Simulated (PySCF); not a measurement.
Computed properties of C2H4ClNSi, SMILES N#CC[SiH2]Cl

C2H4ClNSi, SMILES N#CC[SiH2]Cl. Geometry: B3LYP-D3(BJ)/def2-SVP. This is a generated structure with no PubChem entry under its InChIKey; it may be hypothetical. One conformer was computed; it need not be the lowest. All values are computed for the isolated molecule unless a solvent is named; none is compared with measurement here.

**Structure.** All 21 harmonic modes at B3LYP-D3(BJ)/def2-SVP (PySCF) are real, so it is a minimum. With heavy atoms numbered as in [N:1]#[C:2][CH2:3][SiH2:4][Cl:5], the shortest bond between them is N1–C2 at 1.159 Å and the longest Si4–Cl5 at 2.070 Å.

**Vibrations.** The strongest infrared lines (harmonic, unscaled, degenerate partners summed) lie at 899 cm⁻¹ (234 km/mol, H 80 %, Si 11 %, C 9 %), 955 cm⁻¹ (122 km/mol, H 93 %), 2253 cm⁻¹ (98 km/mol, H 97 %). The softest mode is at 57 cm⁻¹ and the zero-point energy is 34.5 kcal/mol.

**Electronic structure.** r2SCAN/def2-TZVP (PySCF) places the frontier levels at -7.95 and -0.78 eV, a gap of 7.17 eV, and gives a dipole moment of 4.38 D and a mean polarisability of 63.1 bohr³. PBE/def2-TZVP (PySCF) at the same geometry gives -7.66 and -1.18 eV, so its gap is 0.69 eV narrower. An orbital gap is neither the optical nor the fundamental gap.

**Excitations.** TDDFT-B3LYP/def2-SVPD (PySCF) has S1 at 7.11 eV (174 nm, f = 0.007, weak); the most intense of the 10 singlets computed lies at 7.76 eV (f = 0.03). T1 (TDA) is at 6.16 eV. TDDFT-PBE/def2-SVPD (PySCF) puts S1 at 6.48 eV. No vertical singlet excitation falls in the visible range (under 3.1 eV).

**NMR.** GIAO shifts at KT2/pcSseg-1 (PySCF) (non-relativistic, atoms alike by connectivity averaged): ¹³C from 9.8 to 108.9 ppm against TMS; ¹H from 2.1 to 5.5 ppm against TMS; ²⁹Si at -4.3 ppm against TMS. Without spin–orbit terms, shifts of atoms bonded to Cl or Br come out too high.

**Solvation.** SMD-PBE0/def2-SVP (PySCF) gives -3.8 kcal/mol in water, -6.4 kcal/mol in tetrahydrofuran, -6.2 kcal/mol in chloroform (1 M in both phases, gas-phase geometry); of these solvents tetrahydrofuran holds the molecule best.
